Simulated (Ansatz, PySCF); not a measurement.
B2O3, SMILES O=BOB=O.

Coordinates come from a PBE0-D3(BJ)/def2-SVP optimisation. The values are those of a single conformer.

Vertical ionisation energy (IE) and electron affinity (EA) in eV. Rows of orbital energies are one-electron estimates. Where ΔSCF, EOM or ADC give a negative EA the extra electron is unbound and the value depends on the basis.

```
level                                                                   IE    EA
-------------------------------------------------------------------  -----  ----
−ε(HOMO), −ε(LUMO), r2SCAN/def2-TZVPD (PySCF)                         8.93  1.63
−ε(HOMO), −ε(LUMO), PBE/def2-TZVPD (PySCF)                            8.61  2.10
ΔSCF, PBE0/def2-SVPD (Ansatz), final states of multiplicity 2 and 2  12.55  0.02
ΔSCF, PBE/def2-SVPD (Ansatz), final states of multiplicity 2 and 2   12.11  0.12
```

**Question.** What vertical singlet–triplet gap does ΔSCF give with PBE0/def2-SVPD (Ansatz, an electronic-structure program) and with PBE/def2-SVPD (Ansatz)? (An estimate is asked for; the answer gives what the named calculation found.)

**Answer.** 7.38 and 6.77 eV (triplet above singlet where positive).
